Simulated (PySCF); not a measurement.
Here is a computed GFN2-xTB geometry (Å):
```
atom  x, y, z in Å
Si1    2.8520    0.5611    0.4698
O2     1.3435    0.1574    0.0291
C3     0.1525    0.2461    0.6731
C4    -0.9705   -0.1469    0.1227
C5    -2.4209   -0.3145    0.2381
C6    -1.6841   -0.7236   -1.0202
H7     3.2649   -0.1812    1.6645
H8     2.9447    1.9930    0.7708
H9     3.5590    0.1695   -0.7367
H10    0.1793    0.6617    1.6747
H11   -2.8015   -1.0901    0.8882
H12   -3.0475    0.5661    0.2061
H13   -1.5631   -1.7777   -1.2277
H14   -1.8089   -0.1214   -1.9092
```

Charge 0, singlet.

Read off the bonds between heavy atoms and their formal orders.

Si1–O2 1.62 Å (single); O2–C3 1.36 Å (single); C3–C4 1.31 Å (double); C4–C5 1.46 Å (single); C5–C6 1.51 Å (single); C4–C6 1.47 Å (single). Bonds to hydrogen (Å): Si1–H7 1.47; Si1–H8 1.47; Si1–H9 1.45; C3–H10 1.08; C5–H11 1.08; C5–H12 1.08; C6–H13 1.08; C6–H14 1.08.

Which species is it?

`[SiH3]OC=C1CC1`, C4H8OSi. Among its features: C=C double bond, Si–H bond and cyclopropane ring.

Name the point group.

Cs (every atom within 0.08 Å of its image).

Which rings does it hold (smallest set)?

C4–C5–C6 (3 members).

Describe the place of each heavy atom.

Si1: oxygen-bound silicon; O2: silyl ether oxygen; C3: vinylic carbon bearing oxygen; C4: fully substituted alkene carbon; C5: allylic carbon; C6: allylic carbon.

What is the arrangement about Si1?

It has 4 neighbours (O2, H7, H8, H9) and is distorted tetrahedral (angles from 99.2° to 113.8°).

What is the arrangement about C3?

It has 3 neighbours (O2, C4, H10) and is planar (angles 122.2°, 121.6° and 116.2°, sum 360.0°, 0.00 Å off the plane of its three neighbours).
